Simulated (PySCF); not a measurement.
Dissociation curve of SMILES B (H3B), singlet. The B1–H4 bond (B1 also carries H, H; H4 carries nothing else) is pulled apart rigidly from the PBE0/def2-TZVP optimised geometry.

Computed with: RCCSD(T) = PySCF with CCSD(T) on RHF/cc-pVTZ, 1 core orbital frozen; UHF/cc-pVTZ (PySCF); RKS-B3LYP/6-31G* = restricted B3LYP/6-31G*, spherical d in PySCF; RMP2 = MP2 on RHF/cc-pVTZ, 1 core orbital frozen run with PySCF.

Energies are in mEh, each relative to the lowest point of its own curve near equilibrium.

```
R / Å  RCCSD(T)    UHF  RKS-B3LYP/6-31G*   RMP2
-----  --------  -----  ----------------  -----
0.94       43.9   43.9              46.2   43.3
1.02       17.5   17.3              18.6   17.0
1.08        6.6    6.4               7.1    6.3
1.12        2.5    2.3               2.8    2.3
1.15          …    0.7               0.9    0.7
1.19        0.0    0.0               0.0    0.0
1.23        0.6    0.8               0.5    0.8
1.27        2.4    2.8               2.3    2.8
1.33        6.8    7.5               6.7    7.5
1.37       10.6   11.7              10.5   11.6
1.49       24.9   27.1              25.0   26.7
1.60       40.0   43.6              40.4   42.8
1.79       67.1   73.9              68.4   72.2
1.99       93.7  103.0              96.7  102.1
2.15      112.3  117.4             117.6  124.1
2.37      133.2  128.7             143.1  150.8
2.62      150.2  135.1             167.5  176.3
2.92          …      …             191.1  200.2
3.25      166.0      …             211.1  218.9
3.56      165.2      …             225.3  230.2
4.17      159.4      …             243.7      —
```

Task: Complete the blanks.

Result: 
- 1.15, RCCSD(T): 0.8
- 2.92, RCCSD(T): 161.8
- 2.92, UHF: 138.5
- 3.25, UHF: 140.0
- 3.56, UHF: 140.6
- 4.17, UHF: 140.9

A dash means that the run gave no value there, or that the column was ended at a point which the program doubted or which failed a test of continuity chosen for this set; such a test can also cut sound points.

The T1 diagnostic of CCSD on the restricted reference of RCCSD(T), RMP2 exceeds 0.045 at 2.62 to 4.17 Å. The unrestricted determinant behind UHF is spin-contaminated at 1.99 to 4.17 Å (<S²> up to 1.0, against 0.00 for a pure singlet). The restricted form behind RKS-B3LYP/6-31G*, RMP2 keeps the bonding electrons paired and can't separate into open-shell fragments.
